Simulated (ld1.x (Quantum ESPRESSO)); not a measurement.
# How hard is this carbon (C) TM semilocal potential?

- Element: C (Z = 6)
- Generator: ld1.x (Quantum ESPRESSO) 7.5
- Type: norm-conserving Troullier–Martins (semilocal form)
- Functional: LDA (PZ)
- Relativity: scalar-relativistic
- Frozen core: [He]
- Valence charge: 4
- Reference configuration: 2s2 2p2
- Partial waves: 2p (bound): rc 3.10 bohr; 2s (bound): rc 1.35 bohr
- Local potential: the s channel
- Core correction: a·sin(br)/r model core inside 0.80 bohr

The pseudo-atom Hamiltonian at the reference potential is diagonalised in spherical Bessel functions j_l(qr) that vanish at 20 bohr, with q² up to the cutoff. All-electron valence levels (Ry): 2p -0.3984, 2s -1.0028.

Q: How do the lowest levels (Ry) of each channel move with the cutoff, and are there ghosts?

A:

```json
{"cutoff (Ry)": "8", "p #1": "-0.3113", "s #1": "-0.9437", "Σ f·Δε (mRy)": "292.2"}
{"cutoff (Ry)": "15", "p #1": "-0.3971", "s #1": "-0.9680", "Σ f·Δε (mRy)": "72.2"}
{"cutoff (Ry)": "25", "p #1": "-0.3983", "s #1": "-0.9957", "Σ f·Δε (mRy)": "14.5"}
{"cutoff (Ry)": "45", "p #1": "-0.3984", "s #1": "-1.0012", "Σ f·Δε (mRy)": "3.1"}
{"cutoff (Ry)": "60", "p #1": "-0.3984", "s #1": "-1.0020", "Σ f·Δε (mRy)": "1.6"}
{"cutoff (Ry)": "90", "p #1": "-0.3984", "s #1": "-1.0028", "Σ f·Δε (mRy)": "0.1"}
{"cutoff (Ry)": "400", "p #1": "-0.3984", "s #1": "-1.0028", "Σ f·Δε (mRy)": "0.0"}
```

Result: no extra level below or beside the all-electron valence levels (p, s tested); the semilocal form is local in each channel, so this says nothing of the separable form that plane-wave codes build from it; 10 mRy is reached at 30 Ry and 1 mRy at 70 Ry.

Its largest configuration-test error is +2407 meV.
